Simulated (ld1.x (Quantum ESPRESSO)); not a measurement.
Before and after: TM potential for lead

ld1.x (Quantum ESPRESSO) 7.5 input, shortened:

```
&input
   title='Pb', zed=82., rel=1, dft='PZ', iswitch=3,
   config='[Xe] 4f14 5d10 6s2 6p1'
 /
 &inputp
   pseudotype=2, tm=.true., lloc=1,
   nlcc=.true., rcore=1.35
 /
3
6S  1  0   2.00   0.00  1.65  1.65  0.0
5D  3  2  10.00   0.00  1.60  1.60  0.0
6P  2  1   1.00   0.00  2.15  2.15  0.0
 &test
   configts(1)='5d10 6s2 6p1'
 /
```

Change: core correction a·sin(br)/r model core inside 1.62 bohr.

Cutoffs: the cutoffs (Ry, on a coarse ladder) from which the occupation-weighted sum of valence levels, in a spherical-Bessel basis at the reference potential, stays within 10 and 1 mRy of its value at 400 Ry; they do not see the model core or the augmentation charge, which bear on the density cutoff. Errors are all-electron minus pseudo energies relative to the spin-unpolarised reference configuration.

**Question.** How do hardness, ghosts and transferability respond?

**Answer.** The potential gets neither clearly harder nor softer (55 Ry and 100 Ry → 55 Ry and 100 Ry); the errors of the 9 common tests hardly move; neither file shows a bound ghost. A wider model core is smoother and lowers the density cutoff, which this test does not measure.

```csv
quantity,base,changed
"cutoff, loose",55 Ry,55 Ry
"cutoff, tight",100 Ry,100 Ry
bound ghosts,none,none
"error for 5d10 6s2 6p2, meV [ΔE -6.83 eV]",+3.6,+3.6
"error for 5d10 6s2 6p0, meV [ΔE 13.76 eV]",-8.1,-8.0
"error for 5d10 6s1 6p0, meV [ΔE 46.64 eV]",-27,-26
"error for 5d10 6s0 6p0, meV [ΔE 89.83 eV]",-106,-102
"error for 5d9 6s2 6p2, meV [ΔE 20.47 eV]",-172,-160
"error for 5d10 6s2 6p1.5, meV [ΔE -4.22 eV]",+2.1,+2.1
"error for 5d9 6s2 6p3, meV [ΔE 12.40 eV]",-215,-202
"error for 5d10 6s2 6p1 (spin-polarised), meV [ΔE -0.15 eV]",+0.6,+0.6
"error for 5d10 6s2 6p2 (spin-polarised), meV [ΔE -7.28 eV]",+6.1,+6.2
s: phases at 2.34 bohr within 0.05 rad from the reference energy up to (Ry; the scan ends near 5),0.6,0.6
p: phases at 2.34 bohr within 0.05 rad from the reference energy up to (Ry; the scan ends near 5),2.7,2.7
d: phases at 2.34 bohr within 0.05 rad from the reference energy up to (Ry; the scan ends near 5),-0.2,-0.2
```
